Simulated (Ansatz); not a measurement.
The same path of C₂H₈FGeN (13 atoms, charge 0, multiplicity 1) was run twice with different band settings. The coordinate that changes most is the height of N1 over the plane of its neighbours.

Computed with Ansatz 0.2.0, RKS PBE0-D4/def2-SVP.

Relaxed end points:

```xyz
13
Properties=species:S:1:pos:R:3
N -1.891 0.186 -0.772
Ge -0.611 -1.100 -0.483
C 0.889 -0.452 0.638
C 1.095 1.031 0.449
F 1.112 1.341 -0.900
H -2.453 0.429 0.038
H -1.524 1.039 -1.187
H -1.311 -2.276 0.227
H -0.076 -1.540 -1.855
H 1.797 -1.014 0.368
H 0.675 -0.664 1.698
H 2.047 1.384 0.883
H 0.272 1.602 0.911
```

```xyz
13
Properties=species:S:1:pos:R:3
N -1.856 0.367 -0.497
Ge -0.585 -0.967 -0.534
C 0.835 -0.395 0.694
C 1.297 1.015 0.409
F 1.748 1.109 -0.890
H -2.509 0.320 0.280
H -2.392 0.455 -1.356
H -1.121 -2.345 -0.065
H -0.104 -1.078 -1.989
H 1.678 -1.103 0.632
H 0.441 -0.453 1.722
H 2.125 1.315 1.076
H 0.463 1.725 0.532
```

Common settings: climbing image yes; spring 5.0 eV/Å²; optimiser quadratic models (default); start path through a guess of the saddle point; force threshold 0.03 eV/Å; iteration limit 60; end points relaxed.

| run | movable images |
| --- | --- |
| 1 | 5 |
| 2 | 1 |

Problem. What does each run give, and how far can it be trusted?

Solution. Run 1: converged after 17 iterations, highest image 0.034 eV above the first end. A structure lower than the last end lies on the path between it and the top, so the climb from that side starts below the end, which may itself be a saddle point or a shallow side well. A vibrational analysis at the climbing image gives one clearly imaginary mode, 374i cm⁻¹: a first-order saddle point.
Run 2: converged after 29 iterations, highest image 0.034 eV above the first end. Another band between the same ends (5 images) ends at a top of the same energy, where a vibrational analysis finds 1 clearly imaginary mode. So few images can step over the top or miss a turn of the path.
